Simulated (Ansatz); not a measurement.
A run for Ansatz (an electronic-structure program): R-B2PLYP/def2-TZVPPD on HI (SMILES I). Elements past Kr take the def2 small-core potentials; no spin–orbit coupling. Files ending in .json are basis or fitting sets from the Basis Set Exchange. The run froze 9 orbitals, filled d shells among them.

Ansatz 0.2 input:
```yaml
crystal:
  periodic: [false, false, false]
  atoms:
    - {symbol: I, position_ang: [-0.54800288, 1.27885211, -0.48810470]}
    - {symbol: H, position_ang: [-0.81436029, -0.01915501, 0.43963663]}
basis:
  gaussian:
    orbitals: def2-TZVPPD.json
hamiltonian:
  xc: {name: B2PLYP}
magnetization: {spin_polarized: false}
correlation: {electrons: outside_noble_gas}
scf: {lower_state_search: off}
```

The log:

```
Functional definition: B2PLYP
[...]
these checks for a lower state are left out or cut short: stability, starts, cluster_reference, orbital_swaps, neighbouring_geometries, increment
integrals: 0.03 GiB planned
617 factors; integrals over basis functions are off by at most 1.5e-3 eV
mean field: 0.18 GiB planned
mean field evaluation 1: about -8108.3602 eV, gradient 5.0e0 eV
mean field evaluation 2: about -8108.3609 eV, gradient 5.0e0 eV
mean field evaluation 4: about -8108.4752 eV, gradient 1.0e0 eV
mean field evaluation 8: about -8108.4765 eV, gradient 1.5e-2 eV
mean field evaluation 16: about -8108.4765 eV, gradient 2.3e-6 eV
mean field -8108.47645933 eV, -297.9810137578 hartree, gradient 2.3e-6 eV, S^2 0.000000; 0 other end points of the search recorded, 0 dependent functions left out
9 core orbitals not correlated
reference -8108.47656967 eV, -297.9810178125 hartree; 4, 4 occupied and 63, 63 virtual orbitals, 617 factors
second order -5.00868268 eV of doubles, -0.00000000 eV of singles
Total energy: -8109.82891399 eV, -298.0307155498 hartree
Checks for a lower state left out: stability, starts, cluster_reference, orbital_swaps, neighbouring_geometries, increment
```

The run converged.

Cost: very roughly 1.0 core-seconds.
